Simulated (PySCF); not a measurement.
Match the calculated data to a structure.

All candidates are C8H18.

* 1H NMR: chemical shifts (computed TMS as zero) by class: 1.64 (1 H), 1.14 (2 H), 1.00 (6 H), 0.98 (9 H) ppm [GIAO PBE0/pcSseg-1]
* Rotational structure: rotational constants A, B, C: 2.996, 1.228, 1.114 GHz [GFN2-xTB]
* Dipole: 0.12 D [PBE0/pcSseg-1]
* 13C NMR: chemical shifts (computed TMS as zero) by class: 55.5 (1 C), 32.5 (3 C), 32.1 (1 C), 29.6 (1 C), 26.9 (2 C) ppm [GIAO PBE0/pcSseg-1]

Gas-phase values; electronic properties from PySCF, density fitting. Levels stand in brackets. Isolated species at its GFN2-xTB geometry (one conformer only). NMR values are class means; diastereotopic atoms form classes of their own.

Question: Which candidate is it?
A. `CC[C@@H](C)[C@H](C)CC`
B. `CC(C)CCC(C)C`
C. `CC(C)CC(C)(C)C`

Answer: C. It is `CC(C)CC(C)(C)C`. Numbering: `[CH3:1][CH:2]([CH3:3])[CH2:4][C:5]([CH3:6])([CH3:7])[CH3:8]`. Its formula, C8H18, gives 0 degrees of unsaturation, so no ring and no π bond. 8 carbons fall into 5 classes; from least to most shielded: chain CH2 carbon [C4] (55.5 ppm), methyl carbon [C6/C7/C8] (32.5 ppm, 3 C, up to 9.6 ppm apart in this geometry), quaternary sp3 carbon [C5] (32.1 ppm), sp3 CH carbon [C2] (29.6 ppm), methyl carbon [C1/C3] (26.9 ppm, 2 C, up to 3.7 ppm apart in this geometry). Hydrogen classes from least to most shielded: 1 H on an sp3 CH carbon, C2 (1.64 ppm), 2 H on a chain CH2 carbon, C4 (1.14 ppm), 6 H on 2 methyl carbons, C1/C3 (1.00 ppm, a mean of values up to 1.0 ppm apart in this geometry), 9 H on 3 methyl carbons, C6/C7/C8 (0.98 ppm, a mean of values up to 0.7 ppm apart in this geometry). The optimised geometry has point group C1 and is an asymmetric top.

The others, at the same levels:
- `CC(C)CCC(C)C` fails: it has 3 carbon classes against 5; its computed 13C shifts are 42.0 (2 C), 34.0 (2 C), 25.1 (4 C) ppm, 1H shifts are 1.36 (2 H), 1.12 (4 H), 0.95 (12 H) ppm and rotational constant A is 3.926 GHz (against 2.996 GHz).
- `CC[C@@H](C)[C@H](C)CC` fails: it has 4 carbon classes against 5; its computed 13C shifts are 46.0 (2 C), 26.1 (2 C), 20.8 (2 C), 15.5 (2 C) ppm, 1H shifts are 1.48 (2 H), 1.07 (2 H), 1.04 (6 H), 0.99 (6 H), 0.72 (2 H) ppm and smallest rotational constant is 1.011 GHz (against 1.114 GHz).

Each candidate is one conformer, not necessarily the lowest. The conformers computed, where there is a choice (atom-mapped SMILES and torsion angles):
- `[CH3:1][CH:2]([CH3:3])[CH2:4][C:5]([CH3:6])([CH3:7])[CH3:8]`: C1–C2–C4–C5 171°, C2–C4–C5–C6 -159°
- `[CH3:1][CH:2]([CH3:3])[CH2:4][CH2:5][CH:6]([CH3:7])[CH3:8]`: C1–C2–C4–C5 -63°, C2–C4–C5–C6 -169°, C4–C5–C6–C7 175°
- `[CH3:1][CH2:2][C@@H:3]([CH3:4])[C@H:5]([CH3:6])[CH2:7][CH3:8]`: C1–C2–C3–C4 70°, C2–C3–C5–C6 70°, C3–C5–C7–C8 -165°
